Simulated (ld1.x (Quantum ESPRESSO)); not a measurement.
Which change was made? (Te, PAW)

ld1.x (Quantum ESPRESSO) 7.5 input, shortened:

```
&input
   title='Te', zed=52., rel=1, dft='PZ', iswitch=3,
   config='[Kr] 4d10 5s2 5p4'
 /
 &inputp
   pseudotype=3, lpaw=.true., tm=.true., lloc=-1, rcloc=1.45,
   nlcc=.false.,
   which_augfun='PSQ', rmatch_augfun=0.70
 /
6
4S  1  0   2.00   0.00  1.00  1.20  0.0
5S  2  0   2.00   0.00  1.00  1.20  0.0
4P  2  1   6.00   0.00  1.15  1.55  0.0
5P  3  1   4.00   0.00  1.15  1.55  0.0
4D  3  2  10.00   0.00  1.25  1.60  0.0
4D  3  2   0.00   1.55  1.25  1.60  0.0
 &test
   configts(1)='4s2 4p6 4d10 5s2 5p4'
 /
```

Cutoffs, loose and tight: the cutoffs (Ry, on a coarse ladder) from which the occupation-weighted sum of valence levels, in a spherical-Bessel basis at the reference potential, stays within 10 and 1 mRy of its value at 400 Ry. They do not see the model core or the augmentation charge, which bear on the density cutoff. Test errors are all-electron minus pseudo excitation energies from the reference, over the configurations 4s2 4p6 4d10 5s2 5p3; 4s2 4p6 4d10 5s2 5p2; 4s2 4p6 4d10 5s2 5p1; 4s2 4p6 4d10 5s0 5p6; 4s2 4p6 4d10 5s1 5p4; 4s2 4p6 4d10 5s2 5p0; 4s2 4p6 4d9 5s2 5p5 (two spin-polarised tests are not counted in the largest error); variants that change the core or the reference have their own tests.

The base gives: outcome: generated, overlap not positive; bound ghosts: not determined (overlap not positive); largest test error (meV): +53.

(1) After one change the result is: outcome: generated, overlap not positive; bound ghosts: not determined (overlap not positive); largest test error (meV): +208. Which change was it?
A. waves 4d (bound): rcut 1.25, rcutus 2.04 bohr; 4d channel at 1.55 Ry: rcut 1.25, rcutus 2.04 bohr
B. augmentation BESSEL, radius 0.90 bohr
C. local potential all-electron potential smoothed inside 1.04 bohr (lloc = -1)
D. waves 4s (bound): rcut 1.00, rcutus 1.74 bohr; 5s (bound): rcut 1.00, rcutus 1.74 bohr

Results:

(1) B. The others give: waves 4d (bound): rcut 1.25, rcutus 2.04 bohr; 4d channel at 1.55 Ry: rcut 1.25, rcutus 2.04 bohr → outcome: generated, overlap not positive; bound ghosts: not determined (overlap not positive); largest test error (meV): +38 | waves 4s (bound): rcut 1.00, rcutus 1.74 bohr; 5s (bound): rcut 1.00, rcutus 1.74 bohr → outcome: failed: new_paw_hamiltonian: negative rho | local potential all-electron potential smoothed inside 1.04 bohr (lloc = -1) → outcome: generated, overlap not positive; bound ghosts: not determined (overlap not positive); largest test error (meV): -737. A file whose overlap is not positive is unfit for use, and its test errors describe a broken file.
